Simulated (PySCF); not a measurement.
# Telling isomers of C5H4F4O2 apart by NMR

- PBE0/pcSseg-1 with gauge-including orbitals
- structure optimised with GFN2-xTB
- code: PySCF 2.14.0 with density-fitted response routines
- no solvent, equivalent nuclei averaged, single conformer, no relativistic terms

Chemical shifts δ = σref − σ; ¹H, ¹³C against TMS, all at this level. Splittings of carbon signals by F and P are missing where no couplings were computed. Where no couplings were computed, multiplicities follow the n + 1 count of equivalent neighbours, and m marks all less simple cases (inequivalent or close neighbours, rings, F or P nearby). Shifts are as computed. Against solution values, carbons near 30 ppm lie about +3 ppm off and those near 130 ppm about +5 ppm. Of 1309 compounds with measured shifts, 239 miss one by over three times the rms of a fit or turn the order of signals round; such compounds aren't used in these exercises.

(1) Tabulate the signals of `F[C@@H]1C=CO[C@@H]1OC(F)(F)F`, `C=C(OC(F)F)C(=O)C(F)F`, `O=C1CO[C@@H]1[C@@H](F)C(F)(F)F`, `F/C=C/O/C=C(\F)OC(F)F`, `FC1=C(OC(F)F)OC[C@H]1F` and their relative energies.

(2) What is the quickest way to tell F[C@@H]1C=CO[C@@H]1OC(F)(F)F from O=C1CO[C@@H]1[C@@H](F)C(F)(F)F?

(3) What is the quickest way to tell O=C1CO[C@@H]1[C@@H](F)C(F)(F)F from F/C=C/O/C=C(\F)OC(F)F?

(4) What is the quickest way to tell F[C@@H]1C=CO[C@@H]1OC(F)(F)F from C=C(OC(F)F)C(=O)C(F)F?

Answers

(1) 
```tsv
SMILES	carbon types	δC	δH	E rel. (kcal/mol)
F[C@@H]1C=CO[C@@H]1OC(F)(F)F	1×C 4×CH	158.0, 130.9, 108.1, 100.0, 97.5	6.71 (m, 1H), 6.17 (m, 1H), 5.96 (m, 1H), 5.54 (m, 1H)	0.0
C=C(OC(F)F)C(=O)C(F)F	2×C 2×CH 1×CH2	189.4, 158.7, 122.3, 117.1, 111.0	6.64 (m, 1H), 6.63 (m, 1H), 6.28 (br s, 1H), 5.36 (br s, 1H)	10.7
O=C1CO[C@@H]1[C@@H](F)C(F)(F)F	2×C 2×CH 1×CH2	204.3, 131.5, 104.2, 94.1, 94.0	5.75 (m, 1H), 5.60 (m, 1H), 5.47 (m, 1H), 5.24 (m, 1H)	13.0
F/C=C/O/C=C(\F)OC(F)F	1×C 4×CH	158.0, 151.9, 145.1, 124.6, 121.5	7.49 (m, 1H), 7.03 (m, 1H), 6.88 (m, 1H), 6.04 (m, 1H)	41.5
FC1=C(OC(F)F)OC[C@H]1F	2×C 2×CH 1×CH2	154.3, 131.4, 121.0, 95.5, 75.6	7.01 (m, 1H), 6.21 (m, 1H), 4.71 (m, 1H), 4.58 (m, 1H)	17.6
```

Energies are electronic energies at PBE0/pcSseg-1 on these geometries, without zero-point or thermal terms, each for the one conformer computed, which needn't be the lowest.

(2) Both give the same number of carbon signals, but DEPT or the intensities differ. The first has an alkene carbon bearing oxygen (CH) at 158.0 ppm, the second a ketone carbonyl carbon (C) at 204.3 ppm. In the proton spectra the most deshielded non-exchanging signals are 6.71 (m, 1H) and 5.75 (m, 1H).

(3) Both give the same number of carbon signals, but DEPT or the intensities differ. The first has an sp3 CH2 bonded to O, α to a carbonyl at 94.0 ppm, the second a β carbon of an enol-ether or enamine type C=C (CH) at 151.9 ppm. Their most deshielded carbons lie at 204.3 and 158.0 ppm. In the proton spectra the most deshielded non-exchanging signals are 5.75 (m, 1H) and 7.49 (m, 1H).

(4) Both give the same number of carbon signals, but DEPT or the intensities differ. The first has an alkene carbon bearing oxygen (CH) at 158.0 ppm, the second a β carbon of a C=C–C=O unit (CH2) at 111.0 ppm. Their most deshielded carbons lie at 158.0 and 189.4 ppm.
